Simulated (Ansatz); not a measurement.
`[NH2][W](=[S])(=[S])[Cl]` + H–F → `[F][W](=[S])(=[S])[Cl]` + NH₃  (ligand exchange at a W–N bond)

Isolated molecules relaxed with PBE0-D4/def2-TZVP in Ansatz; ΔE leaves out vibrations. CBS: MP2 limit from def2 TZ/QZ plus the TZ coupled-cluster correction, frozen cores. This one scheme is used for every species. DFT in def2-TZVPP. HSE06 is defined as in plane-wave codes. Elements past krypton have def2 core potentials. For W outer-core shells are correlated without core-valence functions, which leaves a few kJ/mol of doubt a bond. One conformer a species, not always the lowest.

```tsv
level	ΔE (kJ/mol)
r2SCAN0-D4	-28.6
CAM-B3LYP-D4	-33.5
ωB97X-V	-33.4
r2SCANh	-35.2
HSE06	-29.1
CAM-B3LYP	-38.3
LC-ωPBE	-35.0
RPA@PBE/def2-TZVPP	-24.9
```

Task: What does CCSD(T)/CBS give? (Estimate.)

Result: Computed: -18.3 kJ/mol. The listed levels differ from it by -10.3, -15.2, -15.1, -16.9, -10.8, -20.0, -16.7, -6.6 kJ/mol.

Task: What do rigid-rotor, harmonic-oscillator terms from PBE0-D4/def2-TZVP frequencies (298.15 K, 1 bar) make of the CCSD(T)/CBS value? (An estimate is asked.)

Result: The calculation gave: ΔZPE = +3.7 kJ/mol, ΔH = -15.1 kJ/mol, ΔS = 10 J/(mol·K), ΔG = -18.0 kJ/mol.

Largest T1 diagnostic among the species: 0.022, so the coupled-cluster value is less sure than usual.

From BLYP to BHLYP (50 % exact exchange), in def2-TZVPP and without D4, ΔE moves by +13.3 kJ/mol. In def2-TZVPP, CCSD(T) changes the Hartree–Fock value by +13.8 kJ/mol (the triples alone add +0.3 kJ/mol) and MP2 by +21.5 kJ/mol.
